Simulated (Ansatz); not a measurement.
`O=C[NH][GeH3]` + `C#C` → `C#[C][GeH3]` + `NC=O` at 400 K and 1 bar (formal exchange of groups at a Ge–N bond).

Gas-phase electronic energies from Ansatz, PBE0-D4/def2-TZVP geometries. CCSD(T)/CBS is the MP2 limit (def2-TZVPP, def2-QZVPP) plus CCSD(T) − MP2 in def2-TZVPP, frozen cores. This one scheme is used for every species. For Ge outer-core shells are correlated without core-valence functions, which leaves a few kJ/mol of doubt a bond. Scalar relativity is left out up to krypton. Each species was taken in one conformer, which may not be the lowest.

| species | CCSD(T)/CBS energy (Eh) | H − E (kJ/mol) | S (J/(mol·K)) |
| --- | --- | --- | --- |
| `O=C[NH][GeH3]` | -2247.05298 | 184.1 | 347.1 |
| `C#C` | -77.22717 | 85.5 | 213.8 |
| `C#[C][GeH3]` | -2154.54588 | 133.6 | 305.1 |
| `NC=O` | -169.73435 | 138.1 | 273.8 |

H − E and S are ideal-gas, rigid-rotor, harmonic terms from PBE0-D4/def2-TZVP, for one conformer and one mirror image of each species. 1 Eh = 2625.50 kJ/mol, R = 8.31446 J/(mol·K).

By hand: ΔE, ΔH, ΔS and ΔG.

ΔE = (-2154.54588) + (-169.73435) − (-2247.05298) − (-77.22717) = -0.00008 Eh = -0.2 kJ/mol. Δ(H − E) = 133.6 + 138.1 − 184.1 − 85.5 = 2.1, so ΔH = 1.9 kJ/mol. ΔS = 305.1 + 273.8 − 347.1 − 213.8 = 18.0 J/(mol·K). ΔG = 1.9 − 400 × (18.0)/1000 = -5.3 kJ/mol.

By hand: the equilibrium constant, and the temperature at which ΔG would vanish if ΔH and ΔS stayed fixed.

log₁₀ K = −ΔG/(RT ln 10) = 0.7. ΔG = 0 at ΔH/ΔS = 106 K, though so small a ΔH makes that figure unsure.

TΔS isn't small against ΔH here. The sign of ΔG lies within the doubt. A doubt of 5 kJ/mol in ΔE shifts log₁₀ K by 0.7 here. Other conformers and mirror images would add mixing entropy, several J/(mol·K) or more a flexible species. These are equilibria of isolated gas molecules and say nothing of rates. Largest T1 diagnostic: 0.016 (customary marks: 0.02 for closed shells, 0.045 for open ones).
